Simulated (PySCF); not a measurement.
Compound: C7H11F.
Cartesian coordinates in Å at the GFN2-xTB level; atoms count from 1:
```xyz
19
C7H11F angstrom
F     -0.014    0.930   -2.334
C     -0.010    0.448   -1.045
C     -1.332    0.698   -0.314
C     -1.256   -0.312    0.847
C      0.095   -1.007    0.622
C      1.217   -0.012    0.952
C      1.147    1.000   -0.208
C      0.167   -1.064   -0.903
H     -2.167    0.491   -0.983
H     -1.417    1.730    0.024
H     -2.071   -1.033    0.794
H     -1.302    0.175    1.820
H      0.189   -1.957    1.145
H      1.064    0.462    1.921
H      2.183   -0.517    0.975
H      2.061    1.005   -0.802
H      0.954    2.018    0.126
H      1.123   -1.415   -1.285
H     -0.642   -1.630   -1.359
```

PySCF closed-shell single points with density fitting, gas phase. The input was altered on purpose; the results of an altered input aren't properties of the species above.

**Question.** What comes out at PBE/6-311G** with: at most 81 cycles, all coordinates scaled by 1.3?

**Answer.** E = -371.9955 Eh; HOMO -6.65 eV, LUMO -3.00 eV (gap 3.65 eV), in 16 cycles. The distance F1···C2 goes from 1.376 to 1.789 Å, the nuclear repulsion from 413.83 to 318.33 Eh (it goes as one over the scale factor). With bonds stretched this far the closed-shell solution need not be the lowest.

Coordinates of the altered input:
```
atom  x, y, z in Å
F1    -0.0179    1.2089   -3.0343
C2    -0.0135    0.5828   -1.3581
C3    -1.7317    0.9080   -0.4085
C4    -1.6323   -0.4056    1.1006
C5     0.1241   -1.3092    0.8085
C6     1.5827   -0.0151    1.2378
C7     1.4912    1.2996   -0.2707
C8     0.2173   -1.3828   -1.1742
H9    -2.8176    0.6379   -1.2778
H10   -1.8417    2.2488    0.0317
H11   -2.6919   -1.3435    1.0318
H12   -1.6920    0.2269    2.3659
H13    0.2451   -2.5445    1.4889
H14    1.3829    0.6002    2.4972
H15    2.8379   -0.6716    1.2676
H16    2.6790    1.3064   -1.0432
H17    1.2400    2.6231    0.1640
H18    1.4604   -1.8399   -1.6700
H19   -0.8350   -2.1184   -1.7670
```

The SCF part of the output:
```
final grid: 149152 points
cycle   1  E = -371.8710880820  dE = -1.483e+00  |g| = 7.727e-01  |ddm| = 2.759e+00
cycle   2  E = -363.0324597469  dE =  8.839e+00  |g| = 4.525e+00  |ddm| = 5.748e+00
cycle   3  E = -371.9098323896  dE = -8.877e+00  |g| = 5.196e-01  |ddm| = 5.739e+00
cycle   4  E = -371.8848171440  dE =  2.502e-02  |g| = 6.136e-01  |ddm| = 8.439e-01
cycle   5  E = -371.9937728728  dE = -1.090e-01  |g| = 7.806e-02  |ddm| = 4.363e-01
cycle   6  E = -371.9944017066  dE = -6.288e-04  |g| = 6.486e-02  |ddm| = 8.973e-02
cycle   7  E = -371.9954392212  dE = -1.038e-03  |g| = 2.045e-02  |ddm| = 4.962e-02
cycle   8  E = -371.9954956388  dE = -5.642e-05  |g| = 1.276e-02  |ddm| = 1.948e-02
cycle   9  E = -371.9955360201  dE = -4.038e-05  |g| = 4.730e-03  |ddm| = 1.028e-02
cycle  10  E = -371.9955390536  dE = -3.033e-06  |g| = 2.993e-03  |ddm| = 4.097e-03
cycle  11  E = -371.9955415114  dE = -2.458e-06  |g| = 8.242e-04  |ddm| = 2.602e-03
cycle  12  E = -371.9955417247  dE = -2.133e-07  |g| = 1.526e-04  |ddm| = 7.946e-04
cycle  13  E = -371.9955417170  dE =  7.771e-09  |g| = 2.305e-04  |ddm| = 3.655e-04
cycle  14  E = -371.9955417331  dE = -1.610e-08  |g| = 5.075e-05  |ddm| = 1.923e-04
cycle  15  E = -371.9955417335  dE = -4.103e-10  |g| = 3.735e-05  |ddm| = 6.663e-05
cycle  16  E = -371.9955417338  dE = -3.822e-10  |g| = 1.212e-05  |ddm| = 3.205e-05
converged SCF energy = -371.9955417338
```
